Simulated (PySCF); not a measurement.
SMILES C[O][Be][O][SiH3] (CH₆BeO₂Si), B3LYP/def2-SVP optimised geometry.

```
11

Be    -0.23     0.22     0.03
O     -0.75     1.50     0.05
C     -1.29     2.77     0.09
H     -2.38     2.74     0.27
H     -0.84     3.37     0.91
H     -1.12     3.31    -0.86
O      0.31    -1.10     0.00
Si     0.89    -2.64     0.00
H      2.38    -2.64     0.00
H      0.42    -3.37    -1.21
H      0.42    -3.37     1.21
```

Density from B3LYP/def2-TZVP in PySCF at that geometry.

Minimum of the electron density along straight lines between bonded atoms, close to the bond critical point (lines longer than 1.1 times the sum of covalent radii, or with two minima, are not listed):

```tsv
bond	length / Å	ρ at the minimum / e bohr⁻³	∇²ρ there / e bohr⁻⁵	position (fraction from the first atom)
Be1–O2	1.389	0.135	1.29	0.36
O2–C3	1.380	0.267	(withheld)	0.66
C3–H4	1.106	0.278	-0.96	0.65
C3–H5	1.106	0.278	-0.96	0.65
C3–H6	1.106	0.278	-0.96	0.65
Be1–O7	1.419	0.131	1.14	0.36
O7–Si8	1.645	0.134	0.84	0.59
Si8–H9	1.493	0.122	0.14	0.49
Si8–H10	1.494	0.122	0.13	0.49
Si8–H11	1.494	0.121	0.13	0.49
```

Q: What belongs in the gaps?

A: 
- O2–C3, ∇²ρ there / e bohr⁻⁵: -0.40
